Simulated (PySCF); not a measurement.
Numbering as in the mapped SMILES `[CH:1]#[C:2][SiH2:3]/[C:4](=[CH:5]/[C:6]#[N:7])[C:8](=[CH2:9])[CH3:10]`. Hydrogens are named by the atom that carries them. Ha(C9) is cis to C4; Hb(C9) is trans to C4.

Theoretical values (PySCF): PBE0/pcSseg-1 with gauge-including orbitals, GFN2-xTB geometry. In vacuum, a single conformation, averaged over atoms made equivalent by symmetry, fast rotation or ring inversion, non-relativistic Hamiltonian.

Problem. List the cross peaks expected in HSQC, COSY and HMBC spectra.

Solution. 

HSQC (one-bond C–H):
```csv
δH,δC
5.77 (Ha(C9)),126.1 (C9)
5.67 (Hb(C9)),126.1 (C9)
5.53 (H(C5)),114.2 (C5)
2.21 (H(C10)),26.3 (C10)
2.12 (H(C1)),107.6 (C1)
```

COSY cross peaks (H two or three bonds apart, from the bond graph; peaks can be absent where the dihedral angle is near 90°):
```csv
δH,δH
5.77 (Ha(C9)),5.67 (Hb(C9))
```

HMBC (two and three bonds, from the bond graph):
```csv
δH,δC
5.77 (Ha(C9)),"172.0 (C4), 152.5 (C8), 26.3 (C10)"
5.67 (Hb(C9)),"172.0 (C4), 152.5 (C8), 26.3 (C10)"
5.53 (H(C5)),"172.0 (C4), 152.5 (C8), 121.7 (C6)"
4.64 (H(Si3)),"172.0 (C4), 152.5 (C8), 114.2 (C5), 107.6 (C1), 85.3 (C2)"
2.21 (H(C10)),"172.0 (C4), 152.5 (C8), 126.1 (C9)"
2.12 (H(C1)),85.3 (C2)
```

References, each an isolated molecule treated in the same way: $^{1}$H (31.72 ppm) and $^{13}$C (186.93 ppm) against TMS.

Short H···H contacts in this conformer between protons four or more bonds apart (candidates for NOE cross peaks, intensity ∝ r⁻⁶): Hb(C9)···H(C10) 2.38 Å, H(Si3)···H(C5) 2.66 Å, H(Si3)···H(C10) 2.71 Å.

Shifts are as computed. Against solution values, carbons near 30 ppm lie about +3 ppm off and those near 130 ppm about +5 ppm. Of 1309 compounds with measured shifts, 239 miss one by over three times the rms of a fit or turn the order of signals round; such compounds aren't used in these exercises.
